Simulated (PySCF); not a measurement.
S (sulfur, neutral) across methods

[Ne] 3s1 3p4 3d1, one real determinant (an excited configuration). Computed with PySCF 2.14 in dyall-av3z, with the spin-free X2C one-electron Hamiltonian (Gaussian nucleus).

| method | E (hartree) | mean ε 3p α (eV) | mean ε 3p β (eV) | mean ε 3d α (eV) | Σ⟨r²⟩ (bohr²) | ⟨S²⟩ |
| --- | --- | --- | --- | --- | --- | --- |
| LDA | -397.1159 | -10.962 | -8.231 | 1.244 | 36.14 | 6.004 |
| UHF | -397.91117 | -16.854 | -10.500 | -1.337 | 35.86 | 6.017 |
| PBE0 | -398.3737 | -12.518 | -9.173 | 0.496 | 35.75 | 6.005 |
| wB97X-V | -398.4258 | -14.858 | -11.478 | -1.138 | 35.67 | 6.005 |
| PBE | -398.3504 | -10.892 | -8.244 | 1.183 | 35.94 | 6.004 |
| B3LYP | -398.5261 | -12.056 | -9.177 | 0.734 | 36.00 | 6.005 |
| r2SCAN | -398.4983 | -11.523 | -8.286 | 1.139 | 35.84 | 6.009 |
| r2SCAN0 | -398.4879 | -12.956 | -9.181 | 0.476 | 35.74 | 6.009 |
| B97-3 | -398.4449 | -12.462 | -9.187 | 0.555 | 35.93 | 6.005 |

⟨L²⟩ = 8.04 against 12 for a pure F term, so this real determinant mixes terms. The outer electron is Rydberg-like, and this basis confines it to a smaller radius and binds it less than a complete one would.

The highest occupied level is positive at LDA, PBE0, PBE, B3LYP, r2SCAN, r2SCAN0, B97-3: only the finite basis holds that electron, which in a density functional comes from self-interaction.
